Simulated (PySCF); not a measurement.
**How does the HOMO energy change from PBE0/STO-3G to PBE0/6-31G?**

Settings: PySCF, density fitting, no solvent, no relativity; the PBE0-D3(BJ)/def2-SVP geometry of a molecule is the same in every run. Shieldings use GIAOs. All basis functions are spherical. Basis functions per molecule: 35–49 in STO-3G, 61–77 in 6-31G.

HOMO energy (eV):

```tsv
molecule	PBE0/STO-3G	PBE0/6-31G
B/C=C/O[SiH3]	-4.50	-7.15
N[SiH2]S[SiH2]P	-3.18	-6.97
[SiH3]OC1COC1	-3.93	?
C=C(F)[SiH2]N	-3.77	-7.20
C/C=C\O[SiH2]O	-3.40	-6.27
C=C(C)[SiH](O)O	-4.13	-7.36
OC/C=C\O[SiH3]	-3.49	-6.50
```

Predict the missing value of `[SiH3]OC1COC1` from the other molecules.

The basis change moves the other 6 molecules by -3.16 eV on average (standard deviation 0.41), which puts `[SiH3]OC1COC1` at -3.93 − 3.16 = -7.09 eV. A straight line through the pairs, y = 0.534x − 4.91, gives -7.01 eV. The run gave -7.03 eV: the mean change misses by 0.06, the line by 0.02 eV.

Which of the two rules would one have trusted beforehand?

Leaving out each listed molecule in turn and predicting it from the rest, the mean change misses by 0.384 eV on average and the line by 0.454; so the mean change, and for `[SiH3]OC1COC1` it wasn't the closer one.

How even is the effect, and which conclusions about the order would change?

Among the 6 molecules with both values given it runs from -3.79 eV for `N[SiH2]S[SiH2]P` to -2.65 eV for `B/C=C/O[SiH3]`; `[SiH3]OC1COC1` moves by -3.10 eV, inside this range. The change is of one sign for all of them. Of the 15 pairs among the 6, 4 change order, the widest-spaced at PBE0/STO-3G being `B/C=C/O[SiH3]` and `C=C(F)[SiH2]N`, 0.73 eV apart there.

Neither level serves as a reference here, and other classes of molecule may behave otherwise.
